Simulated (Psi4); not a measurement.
C4H11O2, charge +1, singlet, at a GFN2-xTB geometry. Base run: CCSD(T)/STO-3G run with Psi4 1.11.

Input for Psi4:
```
memory 2 GB

molecule {
1 1
C     2.36661495   -0.12619185    0.24717262
O     1.07480002   -0.25199685    0.88042613
C     0.10937954    0.77036453    0.54592923
C    -0.75192641    0.19441294   -0.61376919
C    -2.17918002    0.69870354   -0.57404255
O    -0.65341053   -1.22418938   -0.47085191
H     2.28582328   -0.07100439   -0.83805283
H     2.94889462   -1.00127445    0.53127219
H     2.85431223    0.76743456    0.63433318
H     0.53921333   -1.06622632    0.43861294
H    -0.49794260    0.92202136    1.44290896
H     0.60261658    1.70361411    0.28107471
H    -0.29008700    0.43189425   -1.57822099
H    -2.74978232    0.28220415   -1.40027805
H    -2.66131296    0.42441196    0.36279328
H    -2.19491570    1.78067518   -0.66519481
H    -1.47726349   -1.58799572   -0.11758277
}

set {
  basis sto-3g
}

energy('ccsd(t)')
print_variables()
```

Variants of this job, named by their change:

| change | ΔE vs base (mEh) | MP2 correlation (Eh) | basis functions | outcome |
|---|---|---|---|---|
| base | 0.000 | -0.29812 | 41 | converged |
| method = fno-ccsd(t) | - | - | 41 | stopped with an error |
| method = scs-mp2 | 62.995 | -0.29812 | 41 | converged |
| method = mp4 | - | - | 41 | stopped with an error |
| scf_type = pk; mp2_type = conv | 0.000 | -0.29812 | 41 | converged |
| method = cisd | - | - | 41 | stopped with an error |
| puream = on | 0.000 | -0.29812 | 41 | converged |
| method = mp3 | ___ | -0.29804 | 41 | converged |
| method = lccd | - | - | 41 | stopped with an error |
| method = mp2.5 | 59.797 | -0.29804 | 41 | converged |

Q: Complete the blanks.

A: 
- method = mp3, ΔE vs base (mEh): 29.968

- method = fno-ccsd(t): ended with `Fatal Error: ndocc must be less than nvirt`
- method = mp4: ended with `Fatal Error: ndocc must be less than nvirt`
- method = cisd: ended with `Fatal Error: ndocc must be less than nvirt`
